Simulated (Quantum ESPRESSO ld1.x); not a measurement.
The numbers below are computed, except where a source is named.
Charge is removed step by step from the 5s down level of neutral indium, starting from [Kr] 4d10 5s(up 1, down 1) 5p1. Code: ld1.x of Quantum ESPRESSO 7.5. Model: scalar-relativistic Kohn-Sham, LDA (Slater exchange, Perdew-Wang correlation), spin-polarised, spherical densities, point nucleus; open shells are filled with parallel spins first.

[
 {"removed (e)": "0", "E - E(0) (eV)": "0.000", "eigenvalue (eV)": "-8.196", "E minus straight line (eV)": "0.000"},
 {"removed (e)": "0.125", "E - E(0) (eV)": "1.076", "eigenvalue (eV)": "-9.035", "E minus straight line (eV)": "-0.387"},
 {"removed (e)": "0.25", "E - E(0) (eV)": "2.259", "eigenvalue (eV)": "-9.896", "E minus straight line (eV)": "-0.667"},
 {"removed (e)": "0.375", "E - E(0) (eV)": "3.551", "eigenvalue (eV)": "-10.776", "E minus straight line (eV)": "-0.838"},
 {"removed (e)": "0.5", "E - E(0) (eV)": "4.954", "eigenvalue (eV)": "-11.671", "E minus straight line (eV)": "-0.899"},
 {"removed (e)": "0.625", "E - E(0) (eV)": "6.469", "eigenvalue (eV)": "-12.580", "E minus straight line (eV)": "-0.846"},
 {"removed (e)": "0.75", "E - E(0) (eV)": "8.098", "eigenvalue (eV)": "-13.499", "E minus straight line (eV)": "-0.680"},
 {"removed (e)": "0.875", "E - E(0) (eV)": "9.843", "eigenvalue (eV)": "-14.425", "E minus straight line (eV)": "-0.398"},
 {"removed (e)": "1", "E - E(0) (eV)": "11.704", "eigenvalue (eV)": "-15.352", "E minus straight line (eV)": "0.000"}
]

Removing the whole electron costs 11.704 eV by Delta-SCF, against 8.196 eV from minus the eigenvalue at the starting occupation. Slater's transition state (half an electron removed) gives 11.671 eV. Integrating minus the eigenvalue over the occupation (Janak's theorem) gives 11.706 eV. In this scalar-relativistic scheme the density is built from large components alone, so the theorem holds only approximately. The mean slope of the eigenvalue, de/dn, is 7.16 eV per electron.
